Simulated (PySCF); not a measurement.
## C5H7BO2: full NMR table

```yaml
Formula: C5H7BO2
SMILES: C/C=C\C#CB(O)O
InChI: InChI=1S/C5H7BO2/c1-2-3-4-5-6(7)8/h2-3,7-8H,1H3/b3-2-
Point_group_of_the_computed_structure: C1
Carbon_signals: 5
Proton_signals: 4
```

Atom-mapped SMILES (the numbers label the heavy atoms): `[CH3:1]/[CH:2]=[CH:3]\[C:4]#[C:5][B:6]([OH:7])[OH:8]` (H(Xn): hydrogen on atom n).

PySCF 2.14.0 with density-fitted response routines calculation with PBE0/pcSseg-1 with gauge-including orbitals, couplings computed with B3LYP/pcJ-1 (spin–dipole term only in couplings to heteroatoms) and PBE0-D3(BJ)/def2-SVP structure; in vacuum, non-relativistic Hamiltonian, single conformer, averaged over atoms made equivalent by symmetry, fast rotation or ring inversion.

Scale: TMS for $^{1}$H, $^{13}$C; BF3·OEt2 for $^{11}$B; $^{17}$O vs H2O (reference shieldings calculated alike).

| carbon | δC, type | δH (multiplicity, J in Hz) | HMBC from (abs. J ≥ 3 Hz) | span of the C tensor (ppm) |
| --- | --- | --- | --- | --- |
| C1 | 19.5, CH3 | 2.13 (dd, 8.4, 2.5) | H(C2), H(C3) | 34 |
| C2 | 157.2, CH | 6.31 (dq, 12.4, 8.4) | H(C1) | 267 |
| C3 | 116.2, CH | 5.57 (dq, 12.4, 2.5) | H(C1) | 185 |
| C4 | 100.9, C | – | H(C2) | 287 |
| C5 | 102.3, C | – | H(C3) | 208 |

Other nuclei:
```tsv
atoms	nucleus	environment	δ (ppm)	σ (ppm)
H(O7)/H(O8)	$^{1}$H	hydrogen on an oxygen bonded to B	3.89	27.38
B6	$^{11}$B	boron bonded to C, 2 O	21.0	79.7
O7/O8	$^{17}$O	oxygen bonded to B, H	127.6	207.0
```

Selected couplings (Hz, signed; the shortest-range and largest first, 30 at most; isotopes $^{13}$C, $^{1}$H, $^{11}$B): $^{1}J$(C3,H(C3)) 173.1, $^{1}J$(C4,C5) 165.0, $^{1}J$(C2,H(C2)) 163.4, $^{1}J$(C1,H(C1)) 134.8, $^{1}J$(C5,B6) 128.2, $^{1}J$(C3,C4) 93.6, $^{1}J$(C2,C3) 77.4, $^{1}J$(C1,C2) 46.5, $^{2}J$(C4,B6) 24.1, $^{2}J$(C3,C5) 10.3, $^{2}J$(C2,C4) -1.3, $^{3}J$(H(C2),H(C3)) 12.4, $^{3}J$(H(C1),H(C2)) 8.4, $^{3}J$(C1,C4) 5.2, $^{3}J$(C3,B6) 2.5, $^{3}J$(C2,C5) 2.3, $^{4}J$(H(C1),H(C3)) -2.5, $^{4}J$(B6,H(C3)) -1.8, $^{4}J$(C2,B6) -1.5.

δC 157.2, 116.2: alkene CH; the olefinic region. δC 102.3, 100.9: alkyne carbon; sp carbons lie upfield of alkene carbons because the cylindrical π system leaves one tensor component strongly shielded. δC 19.5: allylic methyl carbon; a saturated carbon with 1 carbon neighbour and no heteroatom attached. δH 6.31, 5.57: hydrogen on an alkene CH; olefinic region. δH 2.13: hydrogen on an allylic methyl carbon; allylic position. The protons at 6.31 and 5.57 share a coupling of 12.4 Hz (vicinal, cis across C=C). The protons at 2.13 and 6.31 share a coupling of 8.4 Hz (vicinal).

OH and NH positions are those of a molecule without intermolecular hydrogen bonds; in solution they move with solvent, concentration and temperature, and exchange usually removes their couplings. A carbon bonded to boron is broadened by the quadrupolar boron nucleus and is often missing from a measured spectrum. Splittings below 1 Hz are ignored in the labels, and close J values are merged. Unscaled 3J(H,H) at this level run about 10 % above measured values. Shifts are as computed. Against solution values, carbons near 30 ppm lie about +2 ppm off and those near 130 ppm about +5 ppm. Of 1309 compounds with measured shifts, 239 miss one by over three times the rms of a fit or turn the order of signals round; such compounds aren't used in these exercises. Experimental scales use liquid or dissolved standards, which lie at an offset from isolated H2O (liquid H2O: subtract about 36 ppm).
